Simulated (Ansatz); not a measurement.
Pulling on the C2–H3 bond in C3H9Al (SMILES [CH3][Al]([CH3])[CH3]) (multiplicity 1 held, fragments rigid). Energies count from the point at 1.096 Å.
Geometry at that point (charge 0, multiplicity 1):
```xyz
13

Al    -0.005     0.003     0.006
C     -1.377    -1.392    -0.147
H     -1.258    -1.937    -1.091
H     -2.386    -0.969    -0.166
H     -1.334    -2.129     0.658
C     -0.150     1.646    -1.056
H      0.791     1.881    -1.563
H     -0.367     2.502    -0.407
H     -0.938     1.605    -1.812
C      1.530    -0.256     1.200
H      2.111     0.655     1.358
H      2.212    -1.005     0.782
H      1.224    -0.637     2.179
```

Restricted levels (R-, RO-) in cc, def2 and unpolarised 6-31G sets keep to the state of the molecule at rest. U- levels take the lowest unrestricted solution at each point, which mixes spins at long bonds. Active spaces are followed from a long bond inwards. Curves can end on different states.

Cores are frozen in the correlated methods.

Codes used: Ansatz (Gaussian basis) for Hartree–Fock, density functionals and correlated methods. Values without a source in brackets are computed.

Energies in kcal/mol.

```json
[
 {"R (Å)": "0.877", "R-HF/cc-pV(D+d)Z": "30.9", "R-MP2/cc-pV(D+d)Z": "32.8", "U-SCS-MP2/cc-pV(D+d)Z": "33.0", "SC-NEVPT2 on CASSCF(2,2)/cc-pV(D+d)Z": "33.8", "FIC-MRCISD+Q on CASSCF(2,2)/cc-pV(D+d)Z": "33.2"},
 {"R (Å)": "0.987", "R-HF/cc-pV(D+d)Z": "6.3", "R-MP2/cc-pV(D+d)Z": "7.1", "U-SCS-MP2/cc-pV(D+d)Z": "7.3", "SC-NEVPT2 on CASSCF(2,2)/cc-pV(D+d)Z": "7.7", "FIC-MRCISD+Q on CASSCF(2,2)/cc-pV(D+d)Z": "7.4"},
 {"R (Å)": "1.096", "R-HF/cc-pV(D+d)Z": "0.0", "R-MP2/cc-pV(D+d)Z": "0.0", "U-SCS-MP2/cc-pV(D+d)Z": "0.0", "SC-NEVPT2 on CASSCF(2,2)/cc-pV(D+d)Z": "0.0", "FIC-MRCISD+Q on CASSCF(2,2)/cc-pV(D+d)Z": "0.0"},
 {"R (Å)": "1.206", "R-HF/cc-pV(D+d)Z": "3.7", "R-MP2/cc-pV(D+d)Z": "3.0", "U-SCS-MP2/cc-pV(D+d)Z": "2.9", "SC-NEVPT2 on CASSCF(2,2)/cc-pV(D+d)Z": "2.4", "FIC-MRCISD+Q on CASSCF(2,2)/cc-pV(D+d)Z": "2.6"},
 {"R (Å)": "1.316", "R-HF/cc-pV(D+d)Z": "12.7", "R-MP2/cc-pV(D+d)Z": "11.4", "U-SCS-MP2/cc-pV(D+d)Z": "11.0", "SC-NEVPT2 on CASSCF(2,2)/cc-pV(D+d)Z": "9.9", "FIC-MRCISD+Q on CASSCF(2,2)/cc-pV(D+d)Z": "10.5"},
 {"R (Å)": "1.480", "R-HF/cc-pV(D+d)Z": "30.3", "R-MP2/cc-pV(D+d)Z": "28.2", "U-SCS-MP2/cc-pV(D+d)Z": "27.6", "SC-NEVPT2 on CASSCF(2,2)/cc-pV(D+d)Z": "25.3", "FIC-MRCISD+Q on CASSCF(2,2)/cc-pV(D+d)Z": "26.2"},
 {"R (Å)": "1.644", "R-HF/cc-pV(D+d)Z": "49.2", "R-MP2/cc-pV(D+d)Z": "46.4", "U-SCS-MP2/cc-pV(D+d)Z": "45.3", "SC-NEVPT2 on CASSCF(2,2)/cc-pV(D+d)Z": "41.6", "FIC-MRCISD+Q on CASSCF(2,2)/cc-pV(D+d)Z": "42.5"},
 {"R (Å)": "1.918", "R-HF/cc-pV(D+d)Z": "78.6", "R-MP2/cc-pV(D+d)Z": "74.3", "U-SCS-MP2/cc-pV(D+d)Z": "82.9", "SC-NEVPT2 on CASSCF(2,2)/cc-pV(D+d)Z": "65.2", "FIC-MRCISD+Q on CASSCF(2,2)/cc-pV(D+d)Z": "66.2"},
 {"R (Å)": "2.193", "R-HF/cc-pV(D+d)Z": "103.7", "R-MP2/cc-pV(D+d)Z": "97.3", "U-SCS-MP2/cc-pV(D+d)Z": "97.3", "SC-NEVPT2 on CASSCF(2,2)/cc-pV(D+d)Z": "82.2", "FIC-MRCISD+Q on CASSCF(2,2)/cc-pV(D+d)Z": "83.2"},
 {"R (Å)": "2.521", "R-HF/cc-pV(D+d)Z": "128.4", "R-MP2/cc-pV(D+d)Z": "118.2", "U-SCS-MP2/cc-pV(D+d)Z": "103.7", "SC-NEVPT2 on CASSCF(2,2)/cc-pV(D+d)Z": "94.7", "FIC-MRCISD+Q on CASSCF(2,2)/cc-pV(D+d)Z": "95.5"},
 {"R (Å)": "2.960", "R-HF/cc-pV(D+d)Z": "153.7", "R-MP2/cc-pV(D+d)Z": "136.1", "U-SCS-MP2/cc-pV(D+d)Z": "106.3", "SC-NEVPT2 on CASSCF(2,2)/cc-pV(D+d)Z": "102.1", "FIC-MRCISD+Q on CASSCF(2,2)/cc-pV(D+d)Z": "102.8"},
 {"R (Å)": "3.508", "R-HF/cc-pV(D+d)Z": "176.6", "R-MP2/cc-pV(D+d)Z": "145.5", "U-SCS-MP2/cc-pV(D+d)Z": "107.1", "SC-NEVPT2 on CASSCF(2,2)/cc-pV(D+d)Z": "104.9", "FIC-MRCISD+Q on CASSCF(2,2)/cc-pV(D+d)Z": "105.6"}
]
```

Doubts at one or more of the structures used: a restricted determinant that unrestricted orbitals would lower (R-HF/cc-pV(D+d)Z, R-MP2/cc-pV(D+d)Z); a spin-contaminated determinant (U-SCS-MP2/cc-pV(D+d)Z).

Ansatz is a program for electronic structure.
